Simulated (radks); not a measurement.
Species: Hg55+. Configuration: [Ar] 3d7.

Method: non-relativistic Kohn-Sham, r2SCAN, spin-polarised, spherical densities, point nucleus; open shells are filled with parallel spins first (spin-orbit coupling, left out, can overturn this in heavy ions); meta-GGA in the generalised Kohn-Sham scheme; relativity is left out, which matters for an element this heavy; computed with a radial shooting solver on a logarithmic mesh with Libxc functionals.

Energy parts (eV):
part                      energy
total                 -429813.58
kinetic                429776.31
electron-nucleus      -919117.18
Hartree                 65564.56
exchange-correlation    -6037.26

Orbitals (lengths in bohr, moments of r in powers of bohr; <r^-3> diverges for s and p1/2; r(90%) holds 90 % of the orbital's charge):
orbital,occ.,eigenvalue (eV),<r^-3>,<r^4>,<r^2>,r(90%)
1s up,1,-78520.32,-,5.771e-07,0.0004785,0.0336
1s down,1,-78520.23,-,5.770e-07,0.0004785,0.0336
2s up,1,-15939.46,-,0.00009056,0.007365,0.121
2s down,1,-15914.80,-,0.00009031,0.007353,0.121
2p up,3,-15474.32,18270,0.00005659,0.005430,0.108
2p down,3,-15457.04,18310,0.00005635,0.005418,0.108
3s up,1,-6014.291,-,0.002588,0.04216,0.279
3s down,1,-5996.847,-,0.002604,0.04229,0.279
3p up,3,-5810.492,4389,0.002235,0.03843,0.270
3p down,3,-5790.161,4356,0.002252,0.03858,0.271
3d up,5,-5454.450,786.5,0.001398,0.02895,0.242
3d down,2,-5426.066,783.6,0.001415,0.02910,0.242

The highest occupied level is 3d down at -5426.1 eV. The density falls to 0.001 e/bohr^3 at r = 0.59 bohr. For comparison, the ionisation energy in NIST's Atomic Spectra Database is 5490 eV (theoretical). In exact Kohn-Sham theory the highest level is minus the ionisation energy, but local and semilocal functionals leave it too shallow, through self-interaction and a potential that decays too fast; potentials with the right tail come closer. The spin density at the nucleus is -10.87 e/bohr^3 (1s -0.56, 2s -39.84, 3s 29.52). Virial ratio -V/T = 2.00009. Spin moment in Bohr magnetons: 3.

Run on one thread of a shared host, so times are rough (Arm Neoverse V2): 0.08 s of CPU time, 0.08 s wall, 9 iterations on 2476 mesh points.
